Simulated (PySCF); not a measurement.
Ge(H)3(OAc), SMILES O=C([O][GeH3])C, singlet, B3LYP/def2-SVP optimised geometry.

```
11

Ge    -0.46    -0.27     0.00
O     -1.07    -1.19     1.48
C     -0.72    -0.66     2.66
C     -1.24    -1.45     3.84
O     -0.06     0.35     2.75
H      1.07    -0.27     0.00
H     -1.04    -1.14    -1.13
H     -1.07     1.14     0.00
H     -0.94    -0.97     4.78
H     -0.85    -2.48     3.79
H     -2.34    -1.52     3.78
```

Density from B3LYP/def2-TZVP (PySCF 2.14.0) at that geometry.

Minimum of the electron density along straight lines between bonded atoms, close to the bond critical point (lines longer than 1.1 times the sum of covalent radii, or with two minima, are not listed):

```json
[
 {"bond": "Ge1–O2", "length / Å": "1.848", "ρ at the minimum / e bohr⁻³": "0.123", "∇²ρ there / e bohr⁻⁵": "[?]", "position (fraction from the first atom)": "0.47"},
 {"bond": "O2–C3", "length / Å": "1.338", "ρ at the minimum / e bohr⁻³": "0.316", "∇²ρ there / e bohr⁻⁵": "[?]", "position (fraction from the first atom)": "0.65"},
 {"bond": "C3–C4", "length / Å": "1.509", "ρ at the minimum / e bohr⁻³": "0.261", "∇²ρ there / e bohr⁻⁵": "-0.70", "position (fraction from the first atom)": "0.53"},
 {"bond": "C3–O5", "length / Å": "1.212", "ρ at the minimum / e bohr⁻³": "0.427", "∇²ρ there / e bohr⁻⁵": "-0.36", "position (fraction from the first atom)": "0.34"},
 {"bond": "Ge1–H6", "length / Å": "1.535", "ρ at the minimum / e bohr⁻³": "0.136", "∇²ρ there / e bohr⁻⁵": "0.04", "position (fraction from the first atom)": "0.59"},
 {"bond": "Ge1–H7", "length / Å": "1.537", "ρ at the minimum / e bohr⁻³": "0.135", "∇²ρ there / e bohr⁻⁵": "[?]", "position (fraction from the first atom)": "0.59"},
 {"bond": "Ge1–H8", "length / Å": "1.535", "ρ at the minimum / e bohr⁻³": "0.136", "∇²ρ there / e bohr⁻⁵": "0.04", "position (fraction from the first atom)": "0.59"},
 {"bond": "C4–H9", "length / Å": "1.096", "ρ at the minimum / e bohr⁻³": "0.278", "∇²ρ there / e bohr⁻⁵": "-0.96", "position (fraction from the first atom)": "0.65"},
 {"bond": "C4–H10", "length / Å": "1.101", "ρ at the minimum / e bohr⁻³": "0.272", "∇²ρ there / e bohr⁻⁵": "-0.91", "position (fraction from the first atom)": "0.64"},
 {"bond": "C4–H11", "length / Å": "1.101", "ρ at the minimum / e bohr⁻³": "0.272", "∇²ρ there / e bohr⁻⁵": "-0.92", "position (fraction from the first atom)": "0.64"}
]
```

Task: Fill in the missing entries.

Result: 
- Ge1–O2, ∇²ρ there / e bohr⁻⁵: 0.48
- O2–C3, ∇²ρ there / e bohr⁻⁵: -0.75
- Ge1–H7, ∇²ρ there / e bohr⁻⁵: 0.05
